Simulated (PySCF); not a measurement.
3-(trifluoromethyl)phenol, C7H5F3O.
Atom-mapped SMILES: `[OH:1][c:2]1[cH:3][cH:4][cH:5][c:6]([C:7]([F:8])([F:9])[F:10])[cH:11]1` (hydrogens: H12 on O1; H13 on C3; H14 on C4; H15 on C5; H16 on C11)

The same species was optimised twice, with GFN2-xTB and with PBE0-D3(BJ)/def2-SVP (PySCF), and the same property calculations (PySCF, gas phase) were run on both structures.

| coordinate | GFN2-xTB | PBE0-D3(BJ)/def2-SVP | change |
| --- | --- | --- | --- |
| C7–F10 (Å) | 1.349 | 1.338 | -0.011 |
| C3–C4 (Å) | 1.380 | 1.390 | +0.010 |
| C5–C6 (Å) | 1.387 | 1.395 | +0.008 |
| C4–C5 (Å) | 1.386 | 1.394 | +0.008 |
| C2–C11 (Å) | 1.390 | 1.398 | +0.008 |
| C7–F9 (Å) | 1.344 | 1.338 | -0.006 |
| C6–C11 (Å) | 1.388 | 1.393 | +0.005 |
| C7–F8 (Å) | 1.341 | 1.336 | -0.005 |
| O1–C2 (Å) | 1.351 | 1.347 | -0.004 |
| C2–C3 (Å) | 1.394 | 1.399 | +0.005 |
| C6–C7 (Å) | 1.502 | 1.504 | +0.002 |
| C6–C7–F8 (°) | 112.9 | 111.6 | -1.3 |
| F9–C7–F10 (°) | 105.9 | 107.0 | +1.1 |
| F8–C7–F9 (°) | 106.5 | 107.5 | +1.0 |
| F8–C7–F10 (°) | 106.1 | 106.9 | +0.8 |
| C6–C7–F9 (°) | 112.9 | 112.1 | -0.8 |
| C6–C7–F10 (°) | 112.1 | 111.4 | -0.7 |
| C7–C6–C11 (°) | 119.1 | 119.7 | +0.6 |
| O1–C2–C3 (°) | 118.3 | 117.9 | -0.4 |
| C5–C6–C7–F8 (°) | 31 | 42 | +11 |

Rotational constants: A = 2141, B = 741.9, C = 609.2 MHz (GFN2-xTB) against A = 2139, B = 740.9, C = 608.3 MHz (PBE0-D3(BJ)/def2-SVP). Point groups within 0.08 Å: C1 and C1.

On the GFN2-xTB structure: HOMO (eV) -7.11 [PBE0/pcSseg-1]; LUMO (eV) -1.02 [PBE0/pcSseg-1]; dipole (D) 2.01 [PBE0/pcSseg-1]; GIAO shielding of O1 (ppm) 207.8 [PBE0/pcSseg-1]; GIAO shielding of C2 (ppm) 23.2 [PBE0/pcSseg-1]; GIAO shielding of C3 (ppm) 63.6 [PBE0/pcSseg-1]; GIAO shielding of C4 (ppm) 50.7 [PBE0/pcSseg-1]; GIAO shielding of C5 (ppm) 63.9 [PBE0/pcSseg-1]; GIAO shielding of C6 (ppm) 48.2 [PBE0/pcSseg-1]; GIAO shielding of C7 (ppm) 53.4 [PBE0/pcSseg-1]; GIAO shielding of F8/F9/F10 (mean) (ppm) 248.7 [PBE0/pcSseg-1].

Problem. What do these properties become on the PBE0-D3(BJ)/def2-SVP structure?

Solution. 
```json
{"property": "HOMO (eV)", "level": "PBE0/pcSseg-1", "on GFN2-xTB": "-7.11", "on PBE0-D3(BJ)/def2-SVP": "-7.04", "change": "+0.07"}
{"property": "LUMO (eV)", "level": "PBE0/pcSseg-1", "on GFN2-xTB": "-1.02", "on PBE0-D3(BJ)/def2-SVP": "-0.99", "change": "+0.03"}
{"property": "dipole (D)", "level": "PBE0/pcSseg-1", "on GFN2-xTB": "2.01", "on PBE0-D3(BJ)/def2-SVP": "1.85", "change": "-0.16"}
{"property": "energy, GFN2-xTB geometry as zero (kcal/mol)", "level": "PBE0/pcSseg-1", "on GFN2-xTB": "0.0", "on PBE0-D3(BJ)/def2-SVP": "-0.2", "change": "-0.2"}
{"property": "GIAO shielding of O1 (ppm)", "level": "PBE0/pcSseg-1", "on GFN2-xTB": "207.8", "on PBE0-D3(BJ)/def2-SVP": "208.2", "change": "+0.4"}
{"property": "GIAO shielding of C2 (ppm)", "level": "PBE0/pcSseg-1", "on GFN2-xTB": "23.2", "on PBE0-D3(BJ)/def2-SVP": "22.7", "change": "-0.5"}
{"property": "GIAO shielding of C3 (ppm)", "level": "PBE0/pcSseg-1", "on GFN2-xTB": "63.6", "on PBE0-D3(BJ)/def2-SVP": "61.6", "change": "-2.0"}
{"property": "GIAO shielding of C4 (ppm)", "level": "PBE0/pcSseg-1", "on GFN2-xTB": "50.7", "on PBE0-D3(BJ)/def2-SVP": "47.9", "change": "-2.8"}
{"property": "GIAO shielding of C5 (ppm)", "level": "PBE0/pcSseg-1", "on GFN2-xTB": "63.9", "on PBE0-D3(BJ)/def2-SVP": "61.7", "change": "-2.2"}
{"property": "GIAO shielding of C6 (ppm)", "level": "PBE0/pcSseg-1", "on GFN2-xTB": "48.2", "on PBE0-D3(BJ)/def2-SVP": "45.8", "change": "-2.4"}
{"property": "GIAO shielding of C7 (ppm)", "level": "PBE0/pcSseg-1", "on GFN2-xTB": "53.4", "on PBE0-D3(BJ)/def2-SVP": "55.6", "change": "+2.2"}
{"property": "GIAO shielding of F8/F9/F10 (mean) (ppm)", "level": "PBE0/pcSseg-1", "on GFN2-xTB": "248.7", "on PBE0-D3(BJ)/def2-SVP": "254.5", "change": "+5.8"}
```

The heavy atoms differ by 0.101 Å rms after alignment. Among bonds between heavy atoms C3–C4 and C7–F10 change most and about equally (-0.011 to +0.010 Å). Changes are differences of the printed values. Neither structure is proved a minimum here.

The values belong to the conformer `[OH:1][c:2]1[cH:3][cH:4][cH:5][c:6]([C:7]([F:8])([F:9])[F:10])[cH:11]1`: C5–C6–C7–F8 42°, H–O1–C2–C3 180°.
